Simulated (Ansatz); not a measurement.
Other settings, tried on the cluster Ag₂S.

```yaml
crystal:
  periodic: [false, false, false]
  atoms:
    - {symbol: Ag, position_ang: [0.978903, -1.265147, 0.067336]}
    - {symbol: Ag, position_ang: [-1.338023, 0.410431, -0.777555]}
    - {symbol: S, position_ang: [0.359120, 0.854706, 0.710219]}
basis:
  gaussian: {orbitals: def2-TZVP}
magnetization: {spin_polarized: true, initial_magnetization: 0}
hamiltonian: {xc: {name: B97}}
scf: {omitted_lower_state_checks: [starts]}
output: {forces: true}
```

```sh
$ ansatz run in.yaml --threads 4 --pin off --events-out ev --progress --plain --max-ram 3916MiB
```

Output, abridged:

```
Functional definition: B97
987 factors; their error is unknown
mean field evaluation 1: about -18831.8940 eV, gradient 3.2e1 eV
mean field evaluation 2: about -18808.1364 eV, gradient 7.5e1 eV
mean field evaluation 4: about -18835.7990 eV, gradient 2.3e0 eV
mean field evaluation 8: about -18835.8804 eV, gradient 8.7e-2 eV
mean field evaluation 16: about -18835.8805 eV, gradient 2.3e-5 eV
mean field -18835.88047118 eV, -692.2058398976 hartree, gradient 2.3e-5 eV, S^2 0.000000; 0 other end points of the search recorded, 0 dependent functions left out
reference -18835.88049827 eV, -692.2058408930 hartree; 27, 27 occupied and 90, 90 virtual orbitals, 987 factors
Total energy: -18835.88049827 eV, -692.2058408930 hartree
Atom 0 at     0.978903    -1.265147     0.067336 Å, force     0.145568    -0.252155    -0.023264 eV/Å
Atom 1 at    -1.338023     0.410431    -0.777555 Å, force    -0.240323     0.026828    -0.164030 eV/Å
Atom 2 at     0.359120     0.854706     0.710219 Å, force     0.094756     0.225327     0.187295 eV/Å
Dipole moment:    -0.308830    -0.735024    -0.610765 e Å
Checks for a lower state left out: starts
```

Hardware: 4 threads of Arm Neoverse V2 on a shared host. Wall time 4.8 s.

In the def2 sets Ag takes a core potential; there is no spin–orbit coupling.
